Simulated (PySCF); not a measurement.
The dipole of `CC(C)(C)Cn1nccn1` from its density and from atomic charges.

Coordinates (GFN2-xTB, Å) and charges (e) from the PBE0/pcSseg-1 density (PySCF):

```tsv
atom	x	y	z	Mulliken	IAO	Hirshfeld	ESP-fitted
C1	-2.431	0.379	-0.636	-0.1445	-0.4182	-0.1155	-0.4808
C2	-1.081	0.024	-0.010	-0.6792	+0.0547	+0.0256	+0.8446
C3	-0.960	-1.493	0.133	-0.1372	-0.4201	-0.1259	-0.7327
C4	-0.957	0.690	1.360	-0.1369	-0.4201	-0.1258	-0.7618
C5	0.024	0.550	-0.952	+0.2483	-0.1603	-0.0139	-0.9625
N6	1.345	0.279	-0.473	-0.2746	+0.1568	+0.1073	+0.9464
N7	1.994	1.105	0.310	-0.2063	-0.2388	-0.1210	-0.5053
C8	3.151	0.503	0.550	+0.0415	-0.1131	-0.0366	-0.0745
C9	3.148	-0.715	-0.131	+0.0415	-0.1131	-0.0366	-0.0668
N10	1.990	-0.822	-0.767	-0.2063	-0.2388	-0.1209	-0.5063
H11	-3.242	0.025	-0.005	+0.1153	+0.1425	+0.0437	+0.1090
H12	-2.532	1.456	-0.750	+0.1076	+0.1351	+0.0398	+0.1244
H13	-2.535	-0.082	-1.615	+0.1075	+0.1351	+0.0398	+0.1242
H14	0.002	-1.768	0.556	+0.1273	+0.1451	+0.0281	+0.1976
H15	-1.742	-1.873	0.786	+0.1087	+0.1359	+0.0395	+0.1716
H16	-1.054	-1.979	-0.836	+0.1069	+0.1370	+0.0377	+0.1614
H17	-1.048	1.770	1.272	+0.1070	+0.1370	+0.0378	+0.1683
H18	0.005	0.468	1.815	+0.1271	+0.1450	+0.0282	+0.2054
H19	-1.740	0.331	2.025	+0.1087	+0.1360	+0.0396	+0.1796
H20	-0.068	1.633	-1.056	+0.1245	+0.1594	+0.0516	+0.2531
H21	-0.072	0.072	-1.930	+0.1246	+0.1593	+0.0516	+0.2508
H22	3.902	0.950	1.167	+0.0942	+0.1719	+0.0628	+0.1784
H23	3.897	-1.477	-0.189	+0.0941	+0.1719	+0.0628	+0.1760
```

What dipole does each set of charges give (1 e·Å = 4.803 D), and what does the density give?

The full density gives (-0.54, -0.05, 0.10) D, 0.55 D in size; dipole vectors point from the negative to the positive end.

```json
{"scheme": "Mulliken", "μx": "-1.82", "μy": "-0.05", "μz": "0.09", "size (D)": "1.83", "share of the full size (%)": "330", "angle to the full dipole (°)": "9"}
{"scheme": "IAO", "μx": "-1.36", "μy": "0.17", "μz": "-0.31", "size (D)": "1.40", "share of the full size (%)": "253", "angle to the full dipole (°)": "26"}
{"scheme": "Hirshfeld", "μx": "-0.73", "μy": "0.29", "μz": "-0.50", "size (D)": "0.93", "share of the full size (%)": "168", "angle to the full dipole (°)": "50"}
{"scheme": "ESP-fitted", "μx": "-0.55", "μy": "-0.06", "μz": "0.11", "size (D)": "0.57", "share of the full size (%)": "102", "angle to the full dipole (°)": "1"}
```

Which set comes closest?

Length of the difference vector: ESP-fitted 0.02 D, Hirshfeld 0.71 D, IAO 0.94 D, Mulliken 1.28 D. Closest: ESP-fitted. The schemes that divide the density aren't constrained to reproduce the dipole.

What is left for the Hirshfeld atoms' own dipoles?

The shares of the density sum to the whole, so what Σ q r misses lies in dipoles about the nuclei. The atomic dipoles sum to (-0.54, -0.05, 0.10) − (-0.73, 0.29, -0.50) = (0.19, -0.34, 0.60) D, 0.71 D in size.

With the origin at the mean of the coordinates, (0.000, 0.001, 0.027) Å, which are the largest single terms, by size, of the IAO dipole along the direction of the full one?

C1 -4.47, H22 -3.07, H23 -3.06, N10 +2.31, N7 +2.31 D; all 23 atoms together +1.26 D. The single terms depend on the origin, their sum doesn't.

Give the size of the full dipole in other units.

0.55 D = 0.218 au = 0.115 e·Å = 1.85 × 10⁻³⁰ C·m.

Isolated species at its GFN2-xTB geometry (one conformer only). GFN2-xTB frequencies show an imaginary mode (27i cm⁻¹), so this geometry is no minimum at that level.

These values come from a run that also computed NMR shieldings. The run took 61 s wall (grids of density and orbitals included) on one thread, Arm Neoverse V2 (shared host).

The values belong to the conformer `[CH3:1][C:2]([CH3:3])([CH3:4])[CH2:5][n:6]1[n:7][cH:8][cH:9][n:10]1`: C1–C2–C5–N6 180°, C2–C5–N6–N7 -90°.
